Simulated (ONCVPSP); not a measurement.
## What one change does to a pseudopotential (titanium (Ti), ONCV)

Ti, optimised norm-conserving Vanderbilt (ONCV), made with ONCVPSP 4.0.1 (Wu-Cohen, scalar-relativistic). Core [Ne], reference 3s2 3p6 3d2 4s2. Waves: 3s+4s: rc 1.95 bohr, ncon 4, nbas 8, qcut 5.7 1/bohr, 2 projectors; 3p: rc 1.60 bohr, ncon 4, nbas 8, qcut 8.3 1/bohr, 3 projectors, debl 0.6 Ha; 3d: rc 2.20 bohr, ncon 3, nbas 8, qcut 7 1/bohr, 2 projectors, debl 3.7 Ha. Local part: polynomial inside 1.50 bohr (lpopt 5, dvloc0 2 Ha). Core correction: none.

In the p channel the program set the typed energies aside and used -1.426, 0.250, 0.850 Ha.

Change: s: qcut 4.7; p: qcut 6.9; d: qcut 5.8.

Cutoffs: the cutoffs (Ha) at which the residual kinetic energy of the hardest occupied pseudo-wave falls to 1 and 0.1 mHa per electron; they do not see the model core or the augmentation charge, which bear on the density cutoff. Errors are all-electron minus pseudo energies relative to the spin-unpolarised reference configuration.

Task: How do hardness, ghosts and transferability respond?

Result: The potential gets softer (21 Ha and 25 Ha → 19 Ha and 22 Ha); of the 4 tests that both files solve, the error grows in 3 and shrinks in 1 by more than 15 % and 0.3 meV (median size 8.7 → 13.2 meV); neither file shows a bound ghost.

| quantity | base | changed |
| --- | --- | --- |
| cutoff, loose | 21 Ha | 19 Ha |
| cutoff, tight | 25 Ha | 22 Ha |
| loose cutoff by channel | s 7.7 Ha, p 21 Ha, d 18 Ha | s 7.8 Ha, p 19 Ha, d 15 Ha |
| bound ghosts | none | none |
| GHOST(+) flags under 300 eV | none | none |
| error for 3s2 3p6 3d2 4s1, meV [ΔE 7.37 eV] | +0.6 | +1.1 |
| error for 3s2 3p6 3d2 4s0, meV [ΔE 20.78 eV] | +1.3 | +0.4 |
| error for 3s2 3p6 3d1 4s0, meV [ΔE 47.71 eV] | +152 | +214 |
| error for 3s2 3p6 3d2.5 4s1.5, meV [ΔE 0.35 eV] | +16 | +25 |
| s: phases at 1.97 bohr within 0.05 rad from the reference energy up to (Ha; the scan ends near 5) | 4.7 | 4.5 |
| p: phases at 1.62 bohr within 0.05 rad from the reference energy up to (Ha; the scan ends near 5) | to the end of the scan | to the end of the scan |
| d: phases at 2.24 bohr within 0.05 rad from the reference energy up to (Ha; the scan ends near 5) | 0.7 | 0.5 |

Changed file: The cutoffs count occupied waves only; projector 2 of the d channel, the hardest unoccupied one, needs 63 Ha at the loose tolerance.
